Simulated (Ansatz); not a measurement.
Cost and result for the atomization energy of `CN([SiH3])CF` (13 atoms, 12 bonds).

Cartesian coordinates in Å:
```
C -1.4170 0.3980 0.0930
N 0.0202 0.2247 -0.0188
Si 0.8784 -0.5934 1.2457
C 0.5416 0.3083 -1.3163
F 0.2346 -0.8183 -2.0982
H -1.9787 -0.4474 -0.3192
H -1.6977 0.5151 1.1422
H -1.7262 1.3048 -0.4369
H 0.5533 -2.0423 1.3690
H 0.5198 0.0567 2.5333
H 2.3257 -0.4436 0.9528
H 0.1146 1.1611 -1.8552
H 1.6314 0.3763 -1.2914
```

Total charge 0; spin multiplicity 1. Geometry: relaxed with PBE0-D4/def2-TZVP. It is one conformer, not always the lowest. Program: Ansatz. All runs use 4 threads of an Arm Neoverse V1 on a shared host. Times are those of one run each, without the atoms' runs, and a repeat can differ threefold. Electronic energies, without spin–orbit coupling; frozen cores. CCSD(T)/CBS adds CCSD(T) − MP2 in def2-TZVPP to the MP2 limit, and its time is that of the two runs behind it. T1 = 0.011. B3LYP takes the VWN-RPA correlation (the form of Gaussian; ORCA's B3LYP/G).

CCSD(T)/CBS is a level of theory with its own doubt, some kJ/mol a heavy atom from the limit and from the frozen cores, so smaller differences don't rank the functionals.

| level | functions | wall time | atomization (kcal/mol) | difference from CCSD(T)/CBS | per bond |
| --- | --- | --- | --- | --- | --- |
| PBE-D4/def2-TZVPP (with forces) | 278 | 3.1 s | 1123.8 | 16.8 | 1.4 |
| PBE0-D4/def2-TZVPP | 278 | 3.6 s | 1105.7 | -1.3 | -0.1 |
| r2SCAN-D4/def2-TZVPP (with forces) | 278 | 6 s | 1105.2 | -1.8 | -0.2 |
| B3LYP-D4/def2-TZVPP (with forces) | 278 | 6 s | 1109.6 | 2.6 | 0.2 |
| B2PLYP/def2-TZVPP | 278 | 7 s | 1095.7 | -11.3 | -0.9 |
| ωB97X-V/def2-TZVPP | 278 | 9.5 s | 1113.0 | 6.0 | 0.5 |
| ωB97M-V/def2-TZVPP (with forces) | 278 | 14 s | 1110.8 | 3.8 | 0.3 |
| MP2/def2-QZVPP | 538 | 33 s | 1106.2 | -0.8 | -0.1 |
| CCSD(T)/def2-TZVPP | 278 | 4.8 min | 1078.4 | -28.6 | -2.4 |
| CCSD(T)/CBS(def2) | – | 5.3 min | 1107.0 | 0.0 | 0.0 |

In def2-TZVPP, CCSD(T) changes the Hartree–Fock value by +274.8 kcal/mol (the triples alone add +14.3 kcal/mol) and MP2 by +285.5 kcal/mol; breaking electron pairs costs correlation energy, which Hartree–Fock lacks. From PBE to PBE0 (25 % exact exchange), in def2-TZVPP and without D4, the atomization energy moves by −17.1 kcal/mol: exact exchange takes away binding that semilocal exchange gives to molecules. The D4 term adds +9.6 kcal/mol with B3LYP and +5.0 kcal/mol with PBE0; it sums over pairs of atoms, weighted by their polarisabilities, and B3LYP, whose exchange is more repulsive, gets the larger term.
